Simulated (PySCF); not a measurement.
**`C#C/C=C\B(C)CC#N`, C7H8BN**

Geometry (Å), atoms numbered from 1 in this order:
```xyz
17

C     3.248   -0.927   -0.206
C     2.494    0.009   -0.138
C     1.694    1.161   -0.070
C     0.355    1.184    0.074
B    -0.608   -0.020    0.190
C    -0.168   -1.509   -0.049
C    -2.128    0.321    0.567
C    -2.739    0.991   -0.547
N    -3.213    1.520   -1.445
H     3.881   -1.762   -0.265
H     2.259    2.086   -0.134
H    -0.082    2.178    0.114
H     0.545   -1.818    0.715
H     0.359   -1.622   -0.995
H    -0.991   -2.221   -0.038
H    -2.730   -0.561    0.796
H    -2.182    1.004    1.420
```

Level of theory: GIAO B3LYP/pcSseg-1 magnetisability, rotational g tensor and spin-rotation constants, non-relativistic, gas phase (PySCF 2.14.0). Geometry: GFN2-xTB.

Give the nuclear spin-rotation constants along the inertial axes (H = +C I·J) beside the isotropic shieldings.

Rotational constants 3.6436, 0.8087, 0.7221 GHz. A star marks the isotopologue with that one atom substituted, in its own axes.
```csv
atom,isotope,Caa (kHz),Cbb (kHz),Ccc (kHz),mean (kHz),σ (ppm)
B5,11B,1.535,0.339,0.140,0.671,26.3
N9,14N,0.581,0.145,0.100,0.276,-35.1
H10,1H,-0.053,-0.048,-0.078,-0.060,28.0
H11,1H,-0.332,0.069,-0.074,-0.113,24.8
H12,1H,-0.098,0.031,-0.079,-0.049,24.7
H13,1H,-0.130,-0.078,-0.051,-0.086,30.4
H14,1H,-0.320,-0.083,-0.003,-0.136,30.2
H15,1H,-0.281,-0.004,-0.085,-0.123,30.6
H16,1H,-0.329,0.013,-0.085,-0.134,29.5
H17,1H,-0.363,-0.080,0.001,-0.147,29.7
C1,13C*,0.918,0.221,0.232,0.457,75.1
C2,13C*,0.570,0.204,0.263,0.345,92.3
C3,13C*,1.302,0.402,0.118,0.607,37.9
C4,13C*,1.550,0.404,0.107,0.687,27.7
C6,13C*,0.570,0.125,0.095,0.263,165.3
C7,13C*,0.506,0.124,0.104,0.244,166.2
C8,13C*,1.124,0.278,0.182,0.528,63.5
```
For the geometry as given, no vibrational averaging.
